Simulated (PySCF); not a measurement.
Cu(NH3)F (singlet state).
SMILES: `[NH3]->[Cu][F]`

The closed-shell ground state was solved at several levels (PySCF, density fitting, gas phase, non-relativistic). Isolated species at its PBE0-D3(BJ)/def2-SVP geometry, gas phase.

```tsv
level	basis functions	total energy (Eh)	HOMO (eV)	LUMO (eV)	gap (eV)	dipole (D)
PBE0/pcSseg-1 (pcSseg-2 on Cu)	122	-1796.6013	-6.11	-0.33	5.78	8.47
PBE0/def2-SVPD	101	-1796.2402	-6.31	-0.93	5.38	8.64
PBE/pcJ-1 (pcSseg-1 on Cu)	129	-1796.4128	-4.33	-1.20	3.13	8.16
B3LYP/pcSseg-1 (pcSseg-2 on Cu)	122	-1797.0687	-5.95	-0.72	5.23	8.37
```

**Question.** What might PBE/pcSseg-1 (pcSseg-2 on Cu) (122 basis functions) give for the same quantities?

**Answer.** Total energy -1796.6140 Eh, HOMO -4.56 eV, LUMO -1.22 eV, gap 3.34 eV, dipole 8.01 D.

**Question.** Over all these levels, which gives the widest orbital gap and which the narrowest?

**Answer.** PBE0/pcSseg-1 (pcSseg-2 on Cu) (global hybrid, 25 % exact exchange) has the widest, 5.78 eV, and PBE/pcJ-1 (pcSseg-1 on Cu) (GGA) the narrowest, 3.13 eV. Functional and basis both differ between the two, so the spread mixes both effects.

**Question.** In the pcSseg-1 (pcSseg-2 on Cu) basis, how does the gap go with the fixed share of exact exchange?

**Answer.** PBE (0 %) 3.34 eV; B3LYP (20 %) 5.23 eV; PBE0 (25 %) 5.78 eV. Each rise in the share widens the gap here.

**Question.** How far do the dipole and the HOMO energy spread over the levels?

**Answer.** The dipole runs from 8.01 to 8.64 D (mean 8.33 D) and the HOMO from -6.31 to -4.33 eV.
